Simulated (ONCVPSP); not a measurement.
**u(r) = r·R(r): atom against pseudo-atom (I)**

Columns: radius, all-electron u(r) and pseudo u(r) of the 4p shell (level -127.56 eV) of iodine in the configuration [Ar] 3d10 4s2 4p6 4d10 5s2 5p5; revPBE, scalar-relativistic, ONCV scheme, ONCVPSP 4.0.1.

| r (bohr) | all-electron | pseudo |
| --- | --- | --- |
| 0.068 | 0.4652 | 0.0270 |
| 0.135 | -0.1662 | 0.1043 |
| 0.202 | -0.6781 | 0.2266 |
| 0.270 | -0.6481 | 0.3869 |
| 0.338 | -0.2596 | 0.5699 |
| 0.405 | 0.2266 | 0.7559 |
| 0.473 | 0.6703 | 0.9325 |
| 0.540 | 0.9938 | 1.0777 |
| 0.608 | 1.1969 | 1.1834 |
| 0.675 | 1.2879 | 1.2388 |
| 0.742 | 1.2960 | 1.2456 |
| 0.810 | 1.2450 | 1.2078 |
| 0.878 | 1.1570 | 1.1348 |
| 0.945 | 1.0506 | 1.0396 |
| 1.013 | 0.9350 | 0.9306 |
| 1.080 | 0.8217 | 0.8203 |
| 1.148 | 0.7125 | 0.7122 |
| 1.215 | 0.6135 | 0.6133 |
| 1.283 | 0.5231 | 0.5229 |
| 1.350 | 0.4444 | 0.4443 |
| 1.418 | 0.3748 | 0.3746 |
| 1.485 | 0.3155 | 0.3154 |
| 1.553 | 0.2639 | 0.2638 |
| 1.620 | 0.2208 | 0.2207 |
| 1.688 | 0.1837 | 0.1836 |
| 1.755 | 0.1529 | 0.1528 |

Q: How many radial nodes do the two functions have?

A: The all-electron 4p function has n − l − 1 = 2; the pseudo-wave has 0, since the states of the same l below it are removed with the core.

Q: At about which radius was the pseudo-wave matched?

A: 1.25 bohr. The columns agree to 0.0005 from 1.15 bohr on; several derivatives are matched, so the curves merge somewhat inside the radius.

Q: Where does each function peak?

A: Outermost all-electron maximum near 0.74 bohr, pseudo maximum near 0.74 bohr (to the table’s step).

Q: Is the pseudo-wave norm-conserving?

A: Yes: the ONCV scheme keeps the norm inside the radius equal to the all-electron one, which fixes the energy derivative of the logarithmic derivative at the level.
